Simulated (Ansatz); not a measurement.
A further run on Sn(N(SiH3)2)2 (Si4SnN2H12).

```yaml
crystal:
  periodic: [false, false, false]
  atoms:
    - {symbol: Sn, position_ang: [-0.313891, 1.063188, -1.538339]}
    - {symbol: N, position_ang: [1.423355, 0.523684, -0.522523]}
    - {symbol: Si, position_ang: [2.971747, 1.115401, -1.096218]}
    - {symbol: Si, position_ang: [1.355518, -0.522495, 0.894730]}
    - {symbol: H, position_ang: [3.667145, 1.961126, -0.077179]}
    - {symbol: H, position_ang: [2.708898, 1.954764, -2.309069]}
    - {symbol: H, position_ang: [3.895197, 0.003293, -1.480031]}
    - {symbol: H, position_ang: [2.767998, -0.720149, 1.355477]}
    - {symbol: H, position_ang: [0.783442, -1.866250, 0.585865]}
    - {symbol: H, position_ang: [0.591830, 0.089715, 2.021942]}
    - {symbol: N, position_ang: [-1.569567, -0.018713, -0.194772]}
    - {symbol: Si, position_ang: [-2.260429, 0.850035, 1.146694]}
    - {symbol: Si, position_ang: [-2.065958, -1.603754, -0.715025]}
    - {symbol: H, position_ang: [-3.717337, 1.152802, 0.961342]}
    - {symbol: H, position_ang: [-1.536074, 2.163387, 1.245206]}
    - {symbol: H, position_ang: [-2.114796, 0.121118, 2.444620]}
    - {symbol: H, position_ang: [-1.845639, -2.654325, 0.326874]}
    - {symbol: H, position_ang: [-1.235227, -1.944053, -1.922697]}
    - {symbol: H, position_ang: [-3.506231, -1.668755, -1.126887]}
basis:
  gaussian: {orbitals: def2-SVPD}
hamiltonian: {xc: {name: PBE-QIDH}}
scf: {lower_state_search: off}
output: {forces: true}
```

```sh
$ ansatz run in.yaml --threads 4 --pin off --events-out ev --progress --plain --max-ram 4787MiB
```

Output, abridged:

```
Functional definition: PBE-QIDH
2682 factors; integrals over basis functions are off by at most 8.3e-4 eV
mean field evaluation 1: about -40456.3075 eV, gradient 5.6e1 eV
mean field evaluation 2: about -40456.3753 eV, gradient 5.6e1 eV
mean field evaluation 4: about -40463.2918 eV, gradient 5.0e0 eV
mean field evaluation 8: about -40463.3856 eV, gradient 5.5e-1 eV
mean field evaluation 16: about -40463.3867 eV, gradient 2.6e-4 eV
mean field -40463.38671416 eV, -1487.0020346768 hartree, gradient 8.1e-6 eV, S^2 0.000000; 0 other end points of the search recorded, 0 dependent functions left out
26 core orbitals not correlated: weight in the atoms' cores, before any rotation towards them, 1.000 or more for the frozen orbitals, at most 0.000 for the correlated occupied ones
reference -40463.38673639 eV, -1487.0020354938 hartree; 26, 26 occupied and 212, 212 virtual orbitals, 2682 factors
second order -28.32955923 eV of doubles, -0.00000000 eV of singles
Total energy: -40472.82992280 eV, -1487.3490661935 hartree
Atom 0 at    -0.313891     1.063188    -1.538339 Å, force     0.102336    -0.235340     0.353979 eV/Å
Atom 1 at     1.423355     0.523684    -0.522523 Å, force    -0.108377     0.027970    -0.057327 eV/Å
Atom 2 at     2.971747     1.115401    -1.096218 Å, force     0.029151     0.019803    -0.022434 eV/Å
Atom 3 at     1.355518    -0.522495     0.894730 Å, force     0.000252     0.001756    -0.003107 eV/Å
Atom 4 at     3.667145     1.961126    -0.077179 Å, force    -0.089248    -0.105892    -0.102529 eV/Å
Atom 5 at     2.708898     1.954764    -2.309069 Å, force     0.012998    -0.079299     0.114349 eV/Å
Atom 6 at     3.895197     0.003293    -1.480031 Å, force    -0.114701     0.114965     0.053817 eV/Å
Atom 7 at     2.767998    -0.720149     1.355477 Å, force    -0.129485     0.022112    -0.048076 eV/Å
Atom 8 at     0.783442    -1.866250     0.585865 Å, force     0.046022     0.145089     0.019800 eV/Å
Atom 9 at     0.591830     0.089715     2.021942 Å, force     0.061966    -0.054942    -0.127450 eV/Å
Atom 10 at    -1.569567    -0.018713    -0.194772 Å, force     0.076452     0.070044    -0.090188 eV/Å
Atom 11 at    -2.260429     0.850035     1.146694 Å, force    -0.050847     0.076668     0.061331 eV/Å
Atom 12 at    -2.065958    -1.603754    -0.715025 Å, force    -0.036921    -0.094528    -0.056645 eV/Å
Atom 13 at    -3.717337     1.152802     0.961342 Å, force     0.176596    -0.052970     0.005319 eV/Å
Atom 14 at    -1.536074     2.163387     1.245206 Å, force    -0.062808    -0.138493    -0.016814 eV/Å
Atom 15 at    -2.114796     0.121118     2.444620 Å, force     0.001116     0.072895    -0.158699 eV/Å
Atom 16 at    -1.845639    -2.654325     0.326874 Å, force    -0.012067     0.139708    -0.116541 eV/Å
Atom 17 at    -1.235227    -1.944053    -1.922697 Å, force    -0.075902     0.041946     0.128473 eV/Å
Atom 18 at    -3.506231    -1.668755    -1.126887 Å, force     0.173468     0.028508     0.062740 eV/Å
Dipole moment:    -0.054929     0.187506    -0.273856 e Å
Checks for a lower state left out: starts, cluster_reference, orbital_swaps, neighbouring_geometries, increment
```

Run time 41 s (4 threads of Intel Xeon on a shared host), peak host memory 1.5 GiB.

In the def2 sets Sn takes a core potential; there is no spin–orbit coupling. Correlated methods freeze 26 core orbitals; core or outer-core shells of Sn are correlated, in sets that lack core-valence functions.
